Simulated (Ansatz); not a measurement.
Start from `BN(C)[SiH2]F` and change one atom or group to get `BN(C)[SiH2]S`.

Ansatz, PBE0-D4/def2-TZVP geometries, multiplicity 1. Each molecule was computed in one conformer, which needn't be the lowest.

```json
{"property": "HOMO–LUMO gap (ωB97M-V/def2-TZVPP) / eV", "`BN(C)[SiH2]F`": "12.24"}
{"property": "LUMO energy (B3LYP/def2-TZVPP) / eV", "`BN(C)[SiH2]F`": "-0.59"}
{"property": "LUMO energy (ωB97M-V/def2-TZVPP) / eV", "`BN(C)[SiH2]F`": "1.46"}
{"property": "HOMO energy (B3LYP/def2-TZVPP) / eV", "`BN(C)[SiH2]F`": "-8.21"}
{"property": "HOMO energy (PBE0/def2-TZVPP) / eV", "`BN(C)[SiH2]F`": "-8.45"}
{"property": "HOMO–LUMO gap (PBE/def2-TZVPP) / eV", "`BN(C)[SiH2]F`": "5.86"}
```

Question: Give the same properties after the change, and the shifts. (An estimate is asked.)

Answer: Ansatz gave: 
```json
{"property": "HOMO–LUMO gap (ωB97M-V/def2-TZVPP) / eV", "`BN(C)[SiH2]S`": "11.41", "shift": "-0.83"}
{"property": "LUMO energy (B3LYP/def2-TZVPP) / eV", "`BN(C)[SiH2]S`": "-0.46", "shift": "0.13"}
{"property": "LUMO energy (ωB97M-V/def2-TZVPP) / eV", "`BN(C)[SiH2]S`": "1.53", "shift": "0.07"}
{"property": "HOMO energy (B3LYP/def2-TZVPP) / eV", "`BN(C)[SiH2]S`": "-7.40", "shift": "0.81"}
{"property": "HOMO energy (PBE0/def2-TZVPP) / eV", "`BN(C)[SiH2]S`": "-7.66", "shift": "0.79"}
{"property": "HOMO–LUMO gap (PBE/def2-TZVPP) / eV", "`BN(C)[SiH2]S`": "5.28", "shift": "-0.58"}
```

With PBE0 the HOMO rises by 0.79 eV and the LUMO rises by 0.13 eV, so the gap narrows by about 0.66 eV. PBE moves the HOMO by 0.75 eV and ωB97M-V by 0.90 eV.

B3LYP here is the variant with VWN-RPA as its local correlation; programs differ in this.
